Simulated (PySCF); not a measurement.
CH4N2O2Si. Atoms are numbered in the order given.

```xyz
10

N      2.6202    -0.9898    -0.3185
C      1.7809    -0.1750    -0.2904
O      0.8459     0.7000    -0.2530
Si    -0.7313     0.3296     0.4201
N     -1.9778     0.9541    -0.5336
O     -0.7967    -1.3161     0.4260
H     -0.7232     1.0085     1.7263
H     -2.2487     0.5590    -1.4293
H     -2.3982     1.8605    -0.3549
H      0.0330    -1.8145     0.4995
```
Charge 0, spin multiplicity 1.

The structure is a stationary point at TPSSh-D3(BJ)/def2-SVP. The structure was generated by enumeration; whether it is a known compound was not checked. One conformer was computed; it need not be the lowest.

All values below come from HF/pcSseg-1 (PySCF).

GIAO shieldings, no solvent; atoms alike by connectivity are averaged. δ = σ(ref) − σ: ¹⁵N against NH3 (σ = 267.3 ppm); ¹³C against TMS (σ = 192.6 ppm); ¹⁷O against H2O (σ = 333.0 ppm); ²⁹Si against TMS (σ = 393.8 ppm); ¹H against TMS (σ = 31.99 ppm), references at their B3LYP-D3(BJ)/def2-TZVP geometries, non-relativistic.

| atoms | nucleus | count | δ (ppm) |
|---|---|---|---|
| N1 | ¹⁵N | 1 | ___ |
| N5 | ¹⁵N | 1 | 25.8 |
| C2 | ¹³C | 1 | ___ |
| O3 | ¹⁷O | 1 | 63.0 |
| O6 | ¹⁷O | 1 | ___ |
| Si4 | ²⁹Si | 1 | -44.1 |
| H7 | ¹H | 1 | 4.34 |
| H10 | ¹H | 1 | ___ |
| H8, H9 | ¹H | 2 | 2.01 |

Problem. What belongs in the gaps? (Estimate from the structure and the level; the computed values follow.)

Solution. 
- C2, δ (ppm): 124.8
- O6, δ (ppm): 27.0
- H10, δ (ppm): 3.85
- N1, δ (ppm): 191.3
